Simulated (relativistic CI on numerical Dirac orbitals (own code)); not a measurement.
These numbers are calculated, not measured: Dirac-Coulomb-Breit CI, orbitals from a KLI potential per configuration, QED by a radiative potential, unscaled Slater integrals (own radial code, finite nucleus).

The strongest absorption lines from the ground level of an ion, among the configurations computed and to levels below about 666 eV (vacuum wavelength in Å, gf): 36.360 (0.65), 36.742 (1.2), 36.901 (0.12), 37.038 (1.2), 37.935 (0.1), 44.657 (0.13), 47.331 (0.35), 53.626 (0.58).

**Question.** Which ion is it?
A. Nd XLV
B. Gd XLIX
C. Nd XLIII
D. Ba XLI

**Answer.** A. Nd XLV has 16 electrons and the ground level 3s2 3p4 3P_2; the strongest line goes to 3s2 3p3 3d 3D°_3. The pattern of lines fixes the number of electrons, and along that sequence the line energies rise steadily with the charge (about as its square where n changes within one kind of shell, about linearly where n is kept but much faster in heavy ions where fine structure, which grows about as Z⁴, sets the gap, and irregularly where shells cross), which fixes Z. Configurations outside the model, such as inner-shell arrays, can give stronger lines. At this charge energies of transitions that change n are usually good to better than 1 %, and those within a shell (Δn = 0) to a few per cent.

LS names give the leading component of a level, which can be under half, so a name can repeat, a term be missing and a line seem to break the LS rules.
